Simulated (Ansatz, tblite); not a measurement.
Isomers of Li$_{5}$ (doublet), found by a short tight-binding search and relaxed with PBE/def2-TZVP in Ansatz.

The xTB rows come from tblite.

Run but left out: HF/def2-TZVPP, MP2/def2-TZVPP, CCSD/def2-TZVPP, CCSD(T)/def2-TZVPP (A: ⟨S²⟩ 1.53, where a pure state has 0.75); r2SCAN/def2-TZVP, LC-ωPBE/def2-TZVP (B: ⟨S²⟩ 1.15 to 1.37, where a pure state has 0.75).

A: At PBE0/def2-TZVP the charge 0 doublet is spin-contaminated (final ⟨S²⟩ up to 0.84, 0.75 for a pure state). B: At PBE/def2-TZVP, PBE0/def2-TZVP the charge 0 doublet is spin-contaminated (final ⟨S²⟩ up to 0.99, 0.75 for a pure state).

Other spin states were run for one of them alone.

A:

```xyz
5

Li    2.038   -0.774   -0.264
Li    0.345   -3.104    0.613
Li   -2.260    2.242   -0.012
Li    0.681    1.996   -0.609
Li   -0.803   -0.360    0.272
```

B:

```csv
atom,x (Å),y (Å),z (Å)
Li1,2.091,-0.820,1.253
Li2,-2.079,0.801,-1.283
Li3,-0.575,-1.612,-0.075
Li4,1.012,0.856,-1.106
Li5,-0.449,0.775,1.211
```

Task: Estimate their order by electronic energy at ωB97X-V/def2-TZVP, counted from the lowest.

Result: B (0.0) < A (3.0), in kJ/mol.

Task: Do the other levels pick the same lowest one?

Result: All that were run do. Energies above each level's lowest (kJ/mol):

| level | A | B |
| --- | --- | --- |
| GFN1-xTB | 56.9 | 0.0 |
| GFN2-xTB | 17.7 | 0.0 |
| PBE/def2-TZVP | 12.6 | 0.0 |
| PBE0/def2-TZVP | 10.4 | 0.0 |
| ωB97X-V/def2-TZVP | 3.0 | 0.0 |
Point groups (tolerance 0.1 Å): A not assigned, B not assigned. Lower isomers may exist.
